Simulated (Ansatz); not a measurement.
C4H8O (SMILES CCC(C)=O), singlet, at a GFN2-xTB geometry; R2SCAN/def2-SV(P) (Ansatz, a quantum-chemistry and plane-wave program).

Here is a job for Ansatz.
Ansatz 0.2 input:
```yaml
crystal:
  periodic: [false, false, false]
  atoms:
    - {symbol: C, position_ang: [1.78448905, 0.55139951, -0.27580427]}
    - {symbol: C, position_ang: [0.84323602, -0.28027089, 0.59942922]}
    - {symbol: C, position_ang: [-0.53704454, -0.30196726, -0.02611863]}
    - {symbol: C, position_ang: [-1.43870416, 0.82989416, 0.39522636]}
    - {symbol: O, position_ang: [-0.87634296, -1.15105377, -0.80958542]}
    - {symbol: H, position_ang: [2.78965850, 0.53729004, 0.13842081]}
    - {symbol: H, position_ang: [1.45031079, 1.58496763, -0.33377587]}
    - {symbol: H, position_ang: [1.81814479, 0.14217677, -1.28261326]}
    - {symbol: H, position_ang: [1.21987298, -1.30267625, 0.65448158]}
    - {symbol: H, position_ang: [0.79796690, 0.14413006, 1.60286304]}
    - {symbol: H, position_ang: [-0.90562319, 1.77636090, 0.35650951]}
    - {symbol: H, position_ang: [-1.75206771, 0.66092796, 1.42437461]}
    - {symbol: H, position_ang: [-2.31937746, 0.87091983, -0.23997308]}
basis:
  gaussian:
    orbitals: def2-SV_P_.json
hamiltonian:
  xc: r2scan
```
The basis file holds def2-SV(P) in the JSON format of the Basis Set Exchange.

Problem. Predict the main parts of the log of this Ansatz run.

Solution. 
```
Functional definition: r2SCAN
1175 factors; their error is unknown
mean field evaluation 1: about -6306.6149 eV, gradient 6.6e1 eV
mean field evaluation 2: about -6300.4238 eV, gradient 8.4e1 eV
mean field evaluation 4: about -6316.5563 eV, gradient 4.2e0 eV
mean field evaluation 8: about -6316.5439 eV, gradient 3.1e-1 eV
mean field evaluation 16: about -6316.5442 eV, gradient 1.4e-5 eV
mean field -6316.54415952 eV, -232.1287163550 hartree, gradient 1.4e-5 eV, S^2 0.000000; 0 other end points of the search recorded, 0 dependent functions left out
reference -6316.54416840 eV, -232.1287166813 hartree; 20, 20 occupied and 66, 66 virtual orbitals, 1175 factors
Total energy: -6316.54416840 eV, -232.1287166813 hartree
```
